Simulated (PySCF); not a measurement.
Cl2FHOSn. Atoms are numbered in the order given.

```xyz
6

O      1.4394     1.5686     0.0000
Sn     0.0014     0.2267     0.0000
F     -1.6539     1.2243     0.0000
Cl     0.0659    -1.0989     1.9123
Cl     0.0659    -1.0989    -1.9123
H      1.0592     2.4620     0.0000
```
Charge 0, spin multiplicity 1.

Geometry optimised at B3LYP-D3(BJ)/def2-SVP. The structure was generated by enumeration; whether it is a known compound was not checked. The def2 effective core potentials stand for the cores of Sn; spin–orbit coupling is left out. Other conformers were not sampled.

These are PySCF with C-PCM-PBE0/def2-SVP values and carry that method's errors.

The values are the electrostatic part of the solvation free energy, E(continuum) − E(gas) at the gas-phase geometry, in a cavity of scaled van der Waals radii (PySCF's table); cavitation and dispersion terms are not included. A continuum can't describe solvent molecules that bind to the metal. In vacuum the orbital gap is 6.42 eV. The dipole moment in vacuum is 1.09 D.

Computed values in water (ε = 78.36), chlorobenzene (ε = 5.70), 1-octanol (ε = 9.86):
```tsv
solvent	ε	ΔG(elec) (kcal/mol)	dipole (D)	gap (eV)
water	78.36	-6.1	1.40	6.39
chlorobenzene	5.70	-5.0	1.34	6.40
1-octanol	9.86	-5.5	1.37	6.39
```
